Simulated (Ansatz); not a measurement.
H₅O₄Si, SMILES O[Si](O)(O)[OH2+], charge +1.

Geometry optimised at r2SCAN-D4/def2-SVP. Other conformers were not sampled.

Two levels are set side by side: PBE/def2-TZVPD (Ansatz, a first-principles code) and CAM-B3LYP/def2-TZVPD (Ansatz). Energy differences of separate SCF runs at the same geometry; the states with an electron removed or added have multiplicity 2 and 2. Differences are taken from unrounded values.

```json
[
 {"quantity": "vertical ionisation energy (eV)", "PBE": "16.35"},
 {"quantity": "vertical electron affinity (eV)", "PBE": "4.30"},
 {"quantity": "vertical singlet–triplet gap (eV)", "PBE": "6.86"}
]
```

These are the PBE values. What does CAM-B3LYP give? (An estimate is asked for; the answer gives what the named calculation found.)


| quantity | CAM-B3LYP | PBE minus CAM-B3LYP |
|---|---|---|
| vertical ionisation energy (eV) | 17.36 | -1.01 |
| vertical electron affinity (eV) | 4.01 | 0.29 |
| vertical singlet–triplet gap (eV) | 8.19 | -1.33 |
